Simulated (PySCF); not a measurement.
## Broadened absorption spectrum of C4H4FNSi

Species: C₄H₄FNSi.
SMILES: `N#CC1=C[SiH2][C@@H]1F`

Method: PySCF 2.14.0, density-fitted response routines, TDDFT PBE0/def2-SVPD, vertical, gas phase, core orbitals frozen in the response. Geometry: GFN2-xTB; no solvent, vibrations or thermal averaging.

Each state is given a Gaussian of 0.25 eV full width at half maximum, with ε(max) = 2.175×10⁸ f / Δν̃ (Δν̃ the width in cm⁻¹). The width is an assumption, not a result. The curve ends short of the highest state used, and states not computed would add to its high-energy end.

(λ (nm), ε (L mol⁻¹ cm⁻¹)): (181.6, 18979), (183.5, 10101), (185.4, 3675), (187.3, 1419), (189.2, 1644), (191.1, 2626), (193.0, 3113), (194.9, 2654), (196.9, 1813), (198.8, 1688), (200.7, 2942), (202.6, 5987), (204.5, 10633), (206.4, 15391), (208.3, 17877), (210.2, 16818), (212.1, 13245), (214.0, 9225), (215.9, 6008), (217.8, 3728), (219.7, 2142), (221.6, 1092), (223.6, 457), (225.5, 169), (227.4, 54), (229.3, 19), (231.2, 20), (233.1, 47), (235.0, 107), (236.9, 206), (238.8, 339), (240.7, 475), (242.6, 573), (244.5, 598), (246.4, 544), (248.3, 435), (250.3, 300), (252.2, 186), (254.1, 103), (256.0, 51), (257.9, 23), (259.8, 9), (261.7, 3), (263.6, 1)

Problem. Locate the maxima and give the states behind the curve.

Solution. 244 nm (5.08 eV), ε about 600, made up of S1 (100%); 209 nm (5.94 eV), ε about 18000, made up of S3 (92%); 193 nm (6.43 eV), ε about 3100, made up of S5 (100%) (ε in L mol⁻¹ cm⁻¹; maxima over ε = 5, shares over 10%). At its high-energy end, 6.83 eV, the curve is still rising (ε about 19000, from S6). The states used: S1 5.08 eV (f 0.0056); S2 5.76 eV (f 0.030); S3 5.94 eV (f 0.153); S4 6.09 eV (f 0.017); S5 6.43 eV (f 0.029); S6 6.89 eV (f 0.213); S7 7.24 eV (f 0.0058); S8 7.43 eV (f 0.0029).

Problem. Coming from long wavelengths, where does ε first pass 100 L mol⁻¹ cm⁻¹?

Solution. At about 254 nm (4.88 eV), 0.20 eV below S1.

Problem. What would ε be at 5.94 eV, the highest of these maxima, with half the width (0.125 eV)?

Solution. About 33000 L mol⁻¹ cm⁻¹ against 17900, a factor of about 1.8; a lone state at its own centre would give exactly 2.

Problem. On this curve, what absorbance would a 10⁻⁴ mol/L sample give at 254 nm over a 1 cm path?

Solution. 254 nm is 4.881 eV, where ε is about 110 L mol⁻¹ cm⁻¹, so A = ε c l ≈ 0.011 (Beer–Lambert, with the gas-phase spectrum and the assumed width).
